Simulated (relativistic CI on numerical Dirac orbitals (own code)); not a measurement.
Computed by Dirac-Coulomb-Breit CI, separate exchange-only KLI orbitals for each configuration, a model potential for QED, unscaled Slater integrals (own radial code, finite nucleus).

The strongest absorption lines from the ground level of an ion, among the configurations computed and to levels below about 172 eV (vacuum wavelength in Å, gf): 108.69 (1.5), 123.21 (10), 128.11 (2.7), 135.64 (9.4), 137.00 (1.9), 153.00 (4.4), 157.38 (1.6), 166.41 (1.8).

**Question.** Which ion is it?
A. Ir IX
B. Tl XIII
C. At XVII
D. Au XI

**Answer.** B. Tl XIII has 69 electrons and the ground level 5s2 5p6 5d 2D_3/2; the strongest line goes to 5s2 5p5 5d2 2D°_3/2. The pattern of lines fixes the number of electrons, and along that sequence the line energies rise steadily with the charge (about as its square where n changes within one kind of shell, about linearly where n is kept but much faster in heavy ions where fine structure, which grows about as Z⁴, sets the gap, and irregularly where shells cross), which fixes Z. Configurations outside the model, such as inner-shell arrays, can give stronger lines. At this charge energies of transitions that change n are usually good to better than 1 %, and those within a shell (Δn = 0) to a few per cent. Levels and lines within the n = 5 or 6 shells can be off by up to 10 % or somewhat more, and those that change n by about 2 %, since core polarisation is missing.

LS names give the leading component of a level, which can be under half, so a name can repeat, a term be missing and a line seem to break the LS rules.
